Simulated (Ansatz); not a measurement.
Reaction (hydrogenolysis of a C–Cl bond): `B[CH](Cl)[GeH3]` + H₂ → `B[CH2][GeH3]` + HCl

Program: Ansatz. Geometries: PBE0-D4/def2-TZVP. ΔE: electronic, gas phase. CCSD(T)/CBS is the MP2 limit (def2-TZVPP, def2-QZVPP) plus CCSD(T) − MP2 in def2-TZVPP, frozen cores. This one scheme is used for every species. Functionals use def2-TZVPP. For Ge outer-core shells are correlated without core-valence functions, which leaves a few kJ/mol of doubt a bond. Scalar relativity is left out up to krypton.

`B[CH](Cl)[GeH3]`:

Z-matrix (Å, degrees):
```
C
Cl 1 1.781
Ge 1 2.020 2 107.8
B 1 1.520 2 118.2 3 111.5
H 1 1.090 2 108.7 3 -111.4
H 3 1.535 1 109.5 2 -163.6
H 3 1.531 1 105.0 2 -44.0
H 3 1.534 1 109.9 2 74.9
H 4 1.198 1 117.4 2 168.6
H 4 1.193 1 121.7 2 -17.4
```

H₂:

Cartesian coordinates in Å:
```
H -0.091 0.162 0.324
H 0.091 -0.162 -0.324
```

`B[CH2][GeH3]`:

Cartesian coordinates in Å:
```
B 0.453 1.110 0.938
C -0.425 0.754 -0.259
Ge -0.063 -1.193 -0.490
H 0.042 0.978 2.056
H 1.594 1.442 0.780
H -0.145 1.191 -1.219
H -1.505 0.801 -0.105
H -0.532 -1.980 0.743
H 1.434 -1.449 -0.721
H -0.853 -1.655 -1.724
```

HCl:

Cartesian coordinates in Å:
```
Cl -0.631 0.074 0.069
H 0.631 -0.074 -0.069
```

```json
{"level": "PBE-D4", "ΔE (eV)": "-0.89"}
{"level": "SCS-MP2/def2-TZVPP", "ΔE (eV)": "-1.01"}
{"level": "CCSD/def2-TZVPP", "ΔE (eV)": "-1.09"}
{"level": "MP2/def2-QZVPP", "ΔE (eV)": "-0.95"}
```

**Question.** What does CCSD(T)/CBS give? (Best estimate.)

**Answer.** Computed: -0.98 eV. The listed levels differ from it by 0.09, -0.03, -0.11, 0.03 eV.

Largest T1 diagnostic among the species: 0.011.

In def2-TZVPP, CCSD(T) changes the Hartree–Fock value by +0.21 eV (the triples alone add +0.06 eV) and MP2 by +0.26 eV. The D4 term adds +0.10 eV with B3LYP and +0.05 eV with PBE0; it sums over pairs of atoms, weighted by their polarisabilities, and B3LYP, whose exchange is more repulsive, gets the larger term.

B3LYP here is the variant with VWN-RPA as its local correlation; programs differ in this.
